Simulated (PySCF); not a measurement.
Species: C7H9O2 (doublet state).
Structure used (GFN2-xTB), in Å, numbered top down from 1:
```
atom  x, y, z in Å
C1     1.5546    1.6782    0.0640
C2     1.1517    0.3876   -0.0558
C3     2.1530   -0.7320   -0.0531
C4    -0.2144    0.0511   -0.1857
C5    -0.7273   -1.3356   -0.3242
O6    -2.1349   -1.2790   -0.4271
C7    -2.5721    0.0611   -0.3622
C8    -1.3432    0.9453   -0.2073
O9    -1.3717    2.1607   -0.1218
H10    2.5965    1.9281    0.1637
H11    0.8426    2.4833    0.0607
H12    2.0888   -1.3040   -0.9775
H13    3.1616   -0.3415    0.0456
H14    1.9603   -1.4138    0.7739
H15   -0.4586   -1.9625    0.5409
H16   -0.3247   -1.8351   -1.2197
H17   -3.2495    0.1940    0.4905
H18   -3.1215    0.3206   -1.2755
```

The hyperfine couplings belong to this conformer and change with its torsions.

As a line formula: `C=C(C)[C]1COCC1=O` [radical].

Method used: PySCF 2.14.0, UKS B3LYP, pcH-1 on C H O, non-relativistic, mean-field spin-orbit, GIAO. One conformer (not necessarily the lowest) at the GFN2-xTB geometry, without solvent, vibrations or thermal averaging. A GFN2-xTB geometry isn't a minimum of the functional, and hyperfine couplings can be far from their values at a DFT geometry. The SCF solution wasn't tested for stability. ⟨S²⟩ is 0.773 where a pure state has 0.75.

Principal values of hyperfine tensors in MHz (contact and dipolar terms together), for some of the nuclei:

| atom | isotope | A1 | A2 | A3 |
| --- | --- | --- | --- | --- |
| H16 | 1H | 84.41 | 85.64 | 93.18 |
| H15 | 1H | 84.26 | 85.47 | 93.02 |
| C4 | 13C | 2.13 | 3.52 | 135.94 |
| C1 | 13C | 0.33 | 2.15 | 115.51 |
| C2 | 13C | -61.86 | -28.33 | -24.81 |
| H10 | 1H | -50.53 | -32.28 | -11.65 |
| H11 | 1H | -45.51 | -33.49 | -13.76 |
| C8 | 13C | -24.97 | -24.31 | -19.67 |

(1) Give the isotropic coupling of each nucleus in MHz and in mT (g = 2.0039), and the anisotropic part.

(2) What spin density at the nucleus of H16 lies behind its contact coupling (g_N = 5.58569)?

(3) C5 (13C, g_N = 1.40482) isn't in the table. Its spin density at the nucleus is -0.02044 bohr⁻³. What is its contact coupling?

(4) Name the largest traceless tensor T of the table and describe it.

(5) In a single crystal, with the field along each principal axis of the tensor of H15 in turn, what first-order splitting does this nucleus give (isotropic g, quadrupole terms neglected)?

Results:

(1) a_iso = (A1 + A2 + A3)/3, Ti = Ai − a_iso; 1 mT corresponds to 28.047 MHz.

```tsv
atom	a_iso (MHz)	a_iso (mT)	T1	T2	T3
H16	87.74	3.128	-3.33	-2.10	5.44
H15	87.59	3.123	-3.32	-2.11	5.44
C4	47.20	1.683	-45.07	-43.67	88.74
C1	39.33	1.402	-39.00	-37.18	76.18
C2	-38.33	-1.367	-23.53	10.01	13.52
H10	-31.49	-1.123	-19.04	-0.79	19.84
H11	-30.92	-1.102	-14.59	-2.57	17.16
C8	-22.98	-0.819	-1.99	-1.32	3.31
```

(2) a_FC = (2μ0/3) gₑ μB g_N μN ρ(0)/(2S·h) = 800.24 MHz × g_N × ρ(0)/(2S), with ρ in bohr⁻³. With a_FC = 87.74 MHz and 2S = 1, ρ(0) = 0.01963 bohr⁻³. In magnitude that is 6.2 % of the 1/π = 0.318 of a free hydrogen atom.

(3) By the same relation, a_FC = -23.0 MHz. Its full tensor has the principal values -24.67, -22.61, -21.66 MHz.

(4) C4: -45.1, -43.7, 88.7 MHz, axial, in the ratio −1:−1:+2, the form that spin in one p orbital centred on that nucleus gives.

(5) 2 lines (I = 1/2), spaced by |A_i|/(g × 13.996): 3.00, 3.05, 3.32 mT along the axes of A1, A2 and A3.
